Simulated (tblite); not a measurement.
A tight-binding relaxation on `C(C)(C)(C)[Se]C[SiH3]`.

Computed with GFN2-xTB geometry optimisation, gas phase (tblite 0.8.0). Start geometry: from a force field or distance geometry. A driver script takes a list of jobs; this job's settings line and coordinates (Å) are shown.

Command:
```bash
OMP_NUM_THREADS=1 python probes_run.py task.json out
```

Input:
```
{"job": {"kind": "relax", "xc": "GFN2-xTB", "basis": "xTB"}, "charge": 0, "multiplicity": 1}
C     -1.094400    -1.256800    -1.029700
C     -1.198400    -0.269500     0.125100
C     -1.222100     1.144500    -0.410900
C     -2.422600    -0.571300     0.939800
Se     0.443800    -0.362700     1.204900
C      1.838900     0.360900     0.039800
Si     3.498200     0.434900     0.873000
H     -1.931100    -1.123400    -1.733500
H     -1.189000    -2.296400    -0.621900
H     -0.143600    -1.175500    -1.550400
H     -2.229100     1.431300    -0.785800
H     -0.453800     1.263000    -1.191200
H     -0.903400     1.795900     0.447200
H     -2.810200     0.385800     1.341000
H     -2.238800    -1.210400     1.824200
H     -3.161100    -1.052500     0.263900
H      1.472800     1.347600    -0.297600
H      1.898700    -0.320500    -0.843500
H      3.992000     1.821600     0.720900
H      4.458000    -0.528700     0.287100
H      3.386300     0.199100     2.338400
```

Output:
```
step      E/eV     max force
  0    -618.33264    1.734
  1    -618.50153    0.850
  2    -618.54881    0.484
  3    -618.57737    0.417
  4    -618.60065    0.320
  5    -618.61349    0.248
  6    -618.62128    0.217
  7    -618.62715    0.182
  8    -618.63289    0.278
  9    -618.63915    0.263
... (166 lines left out)
176    -618.79189    0.018
177    -618.79194    0.012
178    -618.79198    0.011
179    -618.79200    0.014
180    -618.79203    0.011
181    -618.79206    0.010
182    -618.79208    0.010
183    -618.79210    0.010
184    -618.79212    0.010
185    -618.79213    0.009
```

«max force» is the largest atomic force in eV/Å.

Task: From which step on does the largest force stay under 0.1 eV/Å, and how much energy is left to gain from there?

Result: From step 98 (0.061 eV/Å), 13.0 meV above the end.

Main results: energy lowered by 10.6 kcal/mol over 185 steps; largest atomic force 0.009 eV/Å at the end.

The run took 1.6 s on one thread of an Arm Neoverse V1, shared host with 32 logical CPUs at a one-minute load of 23.
Labels such as C1 count atoms from 1, the log's own numbers from 0.
